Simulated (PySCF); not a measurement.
# Ar⁵⁺: ionisation energy

Ar⁵⁺ [Ne] 3s2 3p1 (2P) → Ar⁶⁺ [Ne] 3s2 (1S), as a difference of total energies. Calculation: PySCF 2.14, in an uncontracted even-tempered set (18 s from 0.09 bohr⁻², ratio 2.5; 13 p from 0.12 bohr⁻², ratio 2.5; 5 d from 1.2 bohr⁻², ratio 2.7; 5 f from 1.8 bohr⁻², ratio 2.7); the non-relativistic Hamiltonian (point nucleus). Correlated levels: outer shells: 1s2 frozen; virtual orbitals above 40 to 60 times the deepest correlated orbital energy dropped. The calculations carry no spin-orbit coupling.

| method | ionisation energy (eV) | plus first-order spin-orbit estimate | error of that sum (eV) |
| --- | --- | --- | --- |
| UHF | 90.309 | 90.475 | -0.815 |
| LDA | 91.182 | 91.348 | +0.058 |
| PBE | 91.209 | 91.375 | +0.085 |
| PBE0 | 91.207 | 91.373 | +0.083 |
| r2SCAN | 91.324 | 91.490 | +0.200 |
| r2SCAN0 | 91.296 | 91.462 | +0.172 |
| M06 | 91.049 | 91.214 | -0.076 |
| MP2 (outer shells) | 90.779 | 90.945 | -0.345 |
| SCS-MP2 (outer shells) | 90.744 | 90.910 | -0.380 |

Reference: 91.29 ± 0.01 eV (measured; NIST Atomic Spectra Database, ionization energies).

A first-order spin-orbit estimate (lowest level to lowest level, LS coupling) adds 0.166 eV.
